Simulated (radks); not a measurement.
Co0.5+, 26.5 electrons, occupied as [Ar] 3d7.5 4p1 (fractional occupations, a model configuration).

Method: Dirac Kohn-Sham, PBE, spin-unpolarised, spherical densities, finite nucleus; open shells are shared between the two j in proportion to 2j + 1; Fermi nuclear charge, rms radius 3.7875 fm; computed with a radial shooting solver on a logarithmic mesh with Libxc functionals.

Energy parts (eV):
| part | energy |
|---|---|
| total | -37903.285 |
| kinetic | 38471.828 |
| electron-nucleus | -90803.302 |
| Hartree | 16042.893 |
| exchange-correlation | -1614.704 |

Orbitals (lengths in bohr, moments of r in powers of bohr; <r^-3> diverges for s and p1/2; r(max) is where P^2 peaks):
| orbital | occ. | eigenvalue (eV) | <r^-3> | r(max) | <1/r> | <r^2> |
|---|---|---|---|---|---|---|
| 1s1/2 | 2 | -7594.436 | - | 0.03678 | 27.03 | 0.004246 |
| 2s1/2 | 2 | -901.3143 | - | 0.2132 | 5.839 | 0.07697 |
| 2p1/2 | 2 | -782.2530 | - | 0.1702 | 5.787 | 0.06107 |
| 2p3/2 | 4 | -767.4253 | 535.2 | 0.1728 | 5.676 | 0.06266 |
| 3s1/2 | 2 | -105.4768 | - | 0.6695 | 1.831 | 0.6961 |
| 3p1/2 | 2 | -70.0436 | - | 0.6748 | 1.699 | 0.7823 |
| 3p3/2 | 4 | -68.2091 | 66.67 | 0.6823 | 1.673 | 0.8016 |
| 3d3/2 | 3 | -11.7850 | 5.764 | 0.6724 | 1.268 | 1.606 |
| 3d5/2 | 4.5 | -11.5996 | 5.640 | 0.6752 | 1.260 | 1.630 |
| 4p1/2 | 0.333333 | -4.6769 | - | 2.988 | 0.3429 | 16.42 |
| 4p3/2 | 0.666667 | -4.6092 | 2.481 | 3.025 | 0.3388 | 16.77 |

The highest occupied level is 4p3/2 at -4.609 eV. The density falls to 0.001 e/bohr^3 at r = 4.30 bohr. Summed over all electrons, <r^2> = 35.50 bohr^2, which gives a Langevin (diamagnetic) susceptibility term of -28.1 x 10^-6 cm^3/mol. The electron density at the nucleus is 1.722e+04 e/bohr^3.
